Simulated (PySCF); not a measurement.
Compound: C₆H₆N₂O₂.
SMILES with atom numbers: `[CH3:1][O:2][C:3](=[O:4])[c:5]1[cH:6][cH:7][n:8][n:9][cH:10]1` (hydrogens: H11, H12, H13 on C1; H14 on C6; H15 on C7; H16 on C10)

Theory: PBE0-D3(BJ)/def2-SVP geometry optimisation, gas phase in PySCF.

Q: Give the optimised bond lengths and angles.

A: 
```json
{"bond": "C1–O2", "length (bohr)": "2.681"}
{"bond": "O2–C3", "length (bohr)": "2.519"}
{"bond": "C3=O4", "length (bohr)": "2.274"}
{"bond": "C3–C5", "length (bohr)": "2.816"}
{"bond": "C5–C6", "length (bohr)": "2.620"}
{"bond": "C6–C7", "length (bohr)": "2.638"}
{"bond": "C7–N8", "length (bohr)": "2.512"}
{"bond": "N8–N9", "length (bohr)": "2.488"}
{"bond": "N9–C10", "length (bohr)": "2.508"}
{"bond": "C5–C10", "length (bohr)": "2.646"}
{"bond": "C1–H11, C1–H12, C1–H13", "length (bohr)": "2.076"}
{"bond": "C6–H14", "length (bohr)": "2.062"}
{"bond": "C7–H15", "length (bohr)": "2.068"}
{"bond": "C10–H16", "length (bohr)": "2.067"}
```

Bonds in one row agree within 0.02 bohr and their mean is given. A selection of angles:
```json
{"angle": "O2–C1–H11", "degrees": "110.6"}
{"angle": "O2–C1–H13", "degrees": "106.3"}
{"angle": "H11–C1–H12", "degrees": "108.4"}
{"angle": "H11–C1–H13", "degrees": "110.3"}
{"angle": "H12–C1–H13", "degrees": "110.5"}
{"angle": "C1–O2–C3", "degrees": "115.9"}
{"angle": "O2–C3–O4", "degrees": "124.0"}
{"angle": "O2–C3–C5", "degrees": "112.0"}
{"angle": "O4–C3–C5", "degrees": "124.0"}
{"angle": "C3–C5–C6", "degrees": "124.0"}
{"angle": "C3–C5–C10", "degrees": "119.1"}
{"angle": "C6–C5–C10", "degrees": "116.9"}
{"angle": "C5–C6–C7", "degrees": "116.5"}
{"angle": "C5–C6–H14", "degrees": "121.4"}
{"angle": "C7–C6–H14", "degrees": "122.0"}
{"angle": "C6–C7–N8", "degrees": "123.4"}
{"angle": "C6–C7–H15", "degrees": "121.3"}
{"angle": "N8–C7–H15", "degrees": "115.3"}
{"angle": "C7–N8–N9", "degrees": "120.1"}
{"angle": "N8–N9–C10", "degrees": "119.8"}
{"angle": "N9–C10–H16", "degrees": "116.7"}
{"angle": "C5–C10–N9", "degrees": "123.3"}
{"angle": "C5–C10–H16", "degrees": "120.1"}
```

Dihedral angles: C1–O2–C3–O4 0° (synperiplanar); O2–C3–C5–C6 0° (synperiplanar). The mirror-image conformer, all signs reversed, is as good.

O2 (ester single-bonded oxygen) is bent (angle 115.9°). N9 (pyridine-type nitrogen) is bent (angle 119.8°). The C–C distances run from 1.386 Å (C5–C6, aromatic) to 1.490 Å (C3–C5, drawn single), a spread of 0.104 Å. The 10 heavy atoms lie in one plane (0.003 Å rms). The 6-membered ring C5–C6–C7–N8–N9–C10 has internal angles of 116.5° to 123.4°; it is planar, 0.00 Å rms from its mean plane, widest ring torsion 0°. The 3 C–O bonds span 1.203 Å (C3=O4, drawn double) to 1.419 Å (C1–O2, drawn single), a spread of 0.216 Å. Of the pairs four or more bonds apart, O2···H14 is among the closest relative to their van der Waals radii: 2.48 Å, 91 % of the sum of Bondi's values.

Point group: near Cs, missed by 0.15 Å at most; the miss may be what the optimiser left on a soft mode. Whether it is a minimum is left open (no frequencies). The numbers are those of one conformer.
